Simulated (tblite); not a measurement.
**Question.** Give a GFN2-xTB geometry of `C/C=C/C=C/S[SiH3]`.

**Answer.** 
```xyz
17
C5H10SSi angstrom
C     -2.014    0.563   -2.720
C     -0.958    0.313   -1.701
C     -0.998    0.749   -0.441
C      0.042    0.490    0.521
C      0.008    0.941    1.776
S      1.201    0.688    3.027
Si     2.644   -0.668    2.182
H     -1.597    1.104   -3.570
H     -2.833    1.143   -2.301
H     -2.407   -0.382   -3.096
H     -0.108   -0.266   -2.040
H     -1.843    1.329   -0.093
H      0.879   -0.103    0.174
H     -0.811    1.544    2.138
H      1.942   -1.873    1.757
H      3.526   -0.895    3.312
H      3.319   -0.016    1.064
```

Orientation and origin are arbitrary. Atoms count from 1 in this order. Si7 (SiH3 silicon) is distorted tetrahedral (angles from 101.5° to 113.0°). Of the pairs four or more bonds apart, Si7···H13 is among the closest relative to their van der Waals radii: 2.73 Å, 83 % of the sum of Bondi's values. The C–C distances run from 1.334 Å (C2=C3, drawn double) to 1.489 Å (C1–C2, drawn single), a spread of 0.155 Å. S6 (sulfur bonded to C and Si) is bent (angle 105.5°).

Bonds between heavy atoms (Å): C1–C2 1.489, C2=C3 1.334, C3–C4 1.440, C4=C5 1.335, C5–S6 1.747, S6–Si7 2.153.

The geometry is computed with GFN2-xTB (gas phase).

Point group: near Cs, missed by 0.22 Å at most; the miss may be what the optimiser left on a soft mode. Its GFN2-xTB frequencies are all real (lowest 48 cm⁻¹). One conformer, not necessarily the lowest (C2–C3–C4–C5 179°, C4–C5–S6–Si7 -6°).
